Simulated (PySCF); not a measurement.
**The second ionisation energy along group 10**

Calculated with PySCF 2.14 from differences of total energies of unrestricted determinants, without spin-orbit coupling. Values in eV. The last column holds reference values (NIST; (s) semi-empirical, (t) theoretical, else measured). Unmarked ones compare directly (S terms, centres of terms, or small fine structure); those marked * lie between the lowest fine-structure levels and include a spin-orbit shift.

| element | configurations | UHF | SCS-MP2 (valence) | CCSD (valence) | CCSD(T) (valence) | MP2 (valence and next inner shell) | PBE0 | reference |
| --- | --- | --- | --- | --- | --- | --- | --- | --- |
| Ni (def2-QZVPPD, non-relativistic) | [Ar] 3d9 → [Ar] 3d8 | 15.157 | 18.163 | 17.688 | 17.901 | 19.171 | 18.316 | 18.169 * |
| Pd (def2-QZVPPD with the def2 core potential (28 electrons), ECP) | [Kr] 4d9 → [Kr] 4d8 | 17.418 | 19.338 | 19.137 | 19.271 | 19.572 | 19.449 | 19.43 ± 0.12 (s) * |
| Pt (def2-QZVPPD with the def2 core potential (60 electrons), ECP) | [Xe] 4f14 5d9 → [Xe] 4f14 5d8 | 16.919 | 18.651 | 18.516 | 18.654 | 18.882 | 18.874 | 18.56 ± 0.12 * |

"Valence" correlates the outer s and p shells and, in groups 3 to 12 and the f block, the outer d or f shell, open or full, or the next shell where the ion has no valence electron left; the wider scheme adds the next inner shell.
